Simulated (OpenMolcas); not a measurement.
# Cu V: CASPT2 settings compared

```
Program             : OpenMolcas 26.06
Basis               : ANO-RCC-VQZP [7s6p4d3f2g1h]
Scalar Hamiltonian  : DKH3, point nucleus
Active space        : 7 electrons in 5 orbitals (3d)
State averaging     : 2S+1 = 4 even, 10 roots; 2S+1 = 2 even, 9 roots kept (CI in the orbitals of an earlier block)
Spin-orbit coupling : state interaction with AMFI integrals over the reference wave functions, term energies averaged over their components
```

Methods on the same reference wave functions:
A. CASSCF
B. SS-CASPT2, IPEA 0.6 Eh, no level shift (closed shells correlated: none)
C. SS-CASPT2, IPEA 0.3 Eh, sigma1 regulariser 0.1 Eh (closed shells correlated: none)
D. XMS-CASPT2, IPEA 0.2 Eh, imaginary shift 0.15 Eh (closed shells correlated: 3s 3p)

Energies in cm⁻¹ above 3d⁷ ⁴F_9/2, the measured ground level; measured values from Sugar and Musgrove, J. Phys. Chem. Ref. Data 19, 527 (1990).

```json
{"Level": "3d⁷ ⁴F_9/2", "A": "0.0", "B": "0.0", "C": "0.0", "D": "0.0", "Measured": "0.0"}
{"Level": "3d⁷ ⁴F_7/2", "A": "1549", "B": "1552", "C": "1553", "D": "1554", "Measured": "1616"}
{"Level": "3d⁷ ⁴F_5/2", "A": "2722", "B": "2730", "C": "2730", "D": "2730", "Measured": "2759"}
{"Level": "3d⁷ ⁴F_3/2", "A": "3542", "B": "3550", "C": "3550", "D": "3550", "Measured": "3528"}
{"Level": "3d⁷ ⁴P_5/2", "A": "24998", "B": "21830", "C": "21710", "D": "21180", "Measured": "20827"}
{"Level": "3d⁷ ²G_9/2", "A": "25389", "B": "24270", "C": "24080", "D": "23730", "Measured": "22575"}
{"Level": "3d⁷ ⁴P_3/2", "A": "25819", "B": "22650", "C": "22530", "D": "22000", "Measured": "21066"}
```

Deviations, from unrounded energies. A percentage is the sum of absolute deviations over the sum of measured energies, with the sign that they share, or ± where signs differ.

```
                        Against measurement  Levels      A     B     C     D
             mean absolute deviation (cm-1)       6   2000   730   660   430
      fine structure of the ground term (%)       3   ±1.5  ±1.5  ±1.5  ±1.4
other terms of the ground configuration (%)       3  +18.2  +6.6  +6.0  +3.8
```

D lies closest to measurement on these levels and A furthest from it. The largest miss of D in the table is 3d⁷ ²G_9/2, by +1200 cm-1. The ranking rests on the paired levels alone, and a cruder setting can come out closer through cancelling errors.

Among B to D the level of the table that moves most is 3d⁷ ⁴P_5/2, by 650 cm-1 (lowest in D, highest in B). Moves below CASPT2's spread within the term are not significant.

The mean deviations of B to D differ by less than CASPT2's widest spread within a term (1300 cm-1), so their order carries little weight.

From A to B the spin-free energies of the other terms of 3d⁷ shown, above ⁴F, scale by factors of 0.87 to 0.95, as is usual when dynamic correlation screens the repulsion within a d or f shell.

The lowest spin-free term lies below A's lowest term by 0.195 hartree in B, 0.197 hartree in C, 0.618 hartree in D.

Term energies are means over components that CASPT2 splits; among the terms shown or strongly mixed into the levels shown the widest spread is 1300 cm-1 (3d⁷ ⁴F, D). Terms from blocks run as CI alone lack orbitals of their own. Without dynamic correlation excited terms often stand tens of per cent too high (terms of higher spin than the ground term too low), and those without a measured partner can miss by more than the paired ones (holds for A). Measured partners are found by configuration, term and J. A level has none where our copy of the source lacks it or the pairing is in doubt (some pairs that miss far off the trend of their configuration count as doubtful), and it then counts in no deviation. Only configurations of the active space appear. The table leaves out levels that lie high or whose names do not pair safely across all columns.
